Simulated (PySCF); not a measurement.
Diatomics of Mg with the fifth-period p block

CCSD(T) with double-zeta basis sets in PySCF, for the lowest determinant that a PBE0 search found; no spin–orbit coupling. De refers to high-spin ground-configuration atoms.

```
 M       basis  reference, frozen orbitals  state (unpaired electrons)  Re (Å)  ωe (cm⁻¹)  De (eV)
In  x2c-SVPall                    ROHF, 19               doublet (π ↑)   3.075        134     0.29
Sn    def2-SVP                     ROHF, 5              triplet (π ↑↑)   2.819        213     0.69
Sb    def2-SVP                      UHF, 5         quartet (σ ↑, π ↑↑)   2.957        164     0.19
 I    def2-SVP                      UHF, 5               doublet (σ ↑)   2.621        312     1.98
```

The shortest bond is that of MgI (2.621 Å), the longest that of MgIn (3.075 Å).

The rows differ in basis set, which adds steps of its own.

The state changes along the series, so neighbouring rows are not always alike in their bonding.

Correlated steps freeze the inner cores (5 to 19 orbitals); shallow outer-core shells are correlated. UHF and ROHF references stand side by side, which adds small steps between rows. Weak bonds: MgIn, MgSb. Basis-set superposition, not corrected here, can be much of De in a small basis, most of all at correlated wavefunction levels. Spin–orbit coupling is left out, which matters for elements this heavy, above all for dissociation energies. States were picked by a PBE0 search and need not be the measured ground states.
